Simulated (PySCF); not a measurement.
Compound: C₈H₉O (doublet state).
Cartesian coordinates in Å at the GFN2-xTB level; atoms count from 1:
```
atom  x, y, z in Å
C1     2.841   -0.652    0.098
C2     2.011   -0.030   -0.739
C3     0.574    0.023   -0.625
C4    -0.191    0.728   -1.487
C5    -1.626    0.826   -1.333
O6    -2.460    0.896   -2.211
C7    -2.053    0.787    0.171
C8    -1.583   -0.566    0.394
C9    -0.120   -0.764    0.469
H10    3.905   -0.644   -0.063
H11    2.498   -1.184    0.970
H12    2.419    0.487   -1.599
H13    0.239    1.240   -2.333
H14   -3.128    0.921    0.249
H15   -1.507    1.549    0.725
H16   -2.238   -1.403    0.222
H17    0.148   -1.819    0.389
H18    0.262   -0.390    1.426
```

The hyperfine couplings belong to this conformer and change with its torsions.

The species is `[CH]1CC(=O)C=C(C=C)C1` [radical].

Theory: UKS B3LYP, pcH-1 on C H O, non-relativistic, mean-field spin-orbit, GIAO (PySCF). Isolated species at its GFN2-xTB geometry (one conformer only). A GFN2-xTB geometry isn't a minimum of the functional, and hyperfine couplings can be far from their values at a DFT geometry. The SCF solution wasn't tested for stability.

**Question.** Break the g tensor into its mass correction, gauge correction and orbital-Zeeman/spin–orbit terms.

**Answer.** 
```tsv
Δg (ppm)	1	2	3
relativistic mass correction	-172	-172	-172
gauge correction	14	7	41
orbital Zeeman/spin–orbit	-3	1222	2624
total	-160	1057	2493
```

So g = 2.00216, 2.00338, 2.00481 and g_iso = 2.00345; the tensor is rhombic: the two nearest values differ by 46 % of g3 − g1. 

**Question.** What effective moment and Curie constant follow for a powder?

**Answer.** With the mean of g² = 4.0138 and S(S+1) = 0.75: μ_eff = √(⟨g²⟩S(S+1)) = 1.735 μB and χT = 0.12505·⟨g²⟩·S(S+1) = 0.376 cm³ K/mol (cgs; spin-Hamiltonian part alone).

**Question.** Average each term over the three axes. Which is largest in size?

**Answer.** The orbital-Zeeman/spin–orbit term 1281, the mass correction -172 and the gauge correction 21 ppm, for a total of 1130 ppm. The orbital-Zeeman/spin–orbit term is the largest in size. The mass correction is the same along every axis, so the anisotropy comes from the other two: their spans along these axes are 34 (gauge) and 2627 ppm (orbital Zeeman/spin–orbit).

**Question.** In a frozen sample, at which fields do the three g values resonate at 9.5, 34, 94 and 263 GHz (hyperfine left aside), and which band first spreads them over more than twice a line width of 0.3 mT?

**Answer.** 
| band | GHz | B(g3) mT | B(g2) mT | B(g1) mT | spread mT |
| --- | --- | --- | --- | --- | --- |
| X | 9.5 | 338.56 | 338.80 | 339.01 | 0.45 |
| Q | 34.0 | 1211.70 | 1212.56 | 1213.30 | 1.61 |
| W | 94.0 | 3349.98 | 3352.38 | 3354.42 | 4.44 |
| J | 263.0 | 9372.82 | 9379.54 | 9385.25 | 12.42 |

The spread grows in proportion to the frequency. Q band is the first where it exceeds 0.6 mT.

The Mulliken spin populations are largest on C8 (+0.88), O6 (+0.11), C3 (+0.08) and C9 (-0.07). C8 is the only atom above +0.15. The positive populations add up to 1.23 and the negative ones to -0.23, together 2S = 1. The angles at C8 add up to 357.6°, so it is nearly planar; its axial dipolar tensor and the negative coupling of its proton fit spin in a p orbital normal to that plane.

The HOMO–LUMO gaps are 3.28 eV among the α and 4.29 eV among the β orbitals.

The run took 1.8 min of wall time (with the writing of density and orbital grids) on one thread, Arm Neoverse V2 (aarch64), no GPU, shared host with 96 logical CPUs at a one-minute load of 39, and the process peaked at 0.99 GiB of memory.
